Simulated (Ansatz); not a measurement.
The cluster Hg₂TeCl₂. Total charge 0; singlet. Geometry r2SCAN-D4/def2-SVP.

Cartesian coordinates in Å:
```
Hg -0.1307 1.2347 -1.4074
Hg -0.0584 -0.7982 1.6982
Te -0.7396 1.6774 1.1156
Cl 0.5327 -2.9813 2.2352
Cl 0.3961 0.8675 -3.6416
```

In the def2 sets Hg, Te take a core potential; there is no spin–orbit coupling. The structure comes from a short search, and lower isomers may exist.

Task: Estimate the orbital energies around the gap (eV) in Ansatz with PBE-D4/def2-TZVPD, PBE0-D4/def2-SVP, PBE0-D4/def2-TZVP, CAM-B3LYP-D4/def2-TZVP, ωB97M-V/def2-TZVP.

Result: 
```csv
orbital,PBE-D4/def2-TZVPD,PBE0-D4/def2-SVP,PBE0-D4/def2-TZVP,CAM-B3LYP-D4/def2-TZVP,ωB97M-V/def2-TZVP
HOMO−5,-8.02,-8.93,-9.06,-10.34,-11.23
HOMO−4,-7.57,-8.72,-8.90,-10.27,-11.20
HOMO−3,-7.49,-8.65,-8.83,-10.20,-11.12
HOMO−2,-7.47,-8.58,-8.73,-9.99,-10.80
HOMO−1,-7.45,-8.54,-8.68,-9.84,-10.63
HOMO,-6.24,-7.14,-7.23,-8.41,-9.23
LUMO,-3.39,-2.55,-2.57,-1.66,-0.76
LUMO+1,-3.33,-2.45,-2.48,-1.50,-0.56
LUMO+2,-2.32,-1.47,-1.67,-0.90,-0.26
LUMO+3,-1.56,-0.63,-0.90,-0.20,0.33
LUMO+4,-1.45,-0.43,-0.75,-0.01,0.60
LUMO+5,-0.65,0.58,0.09,0.74,1.13
```
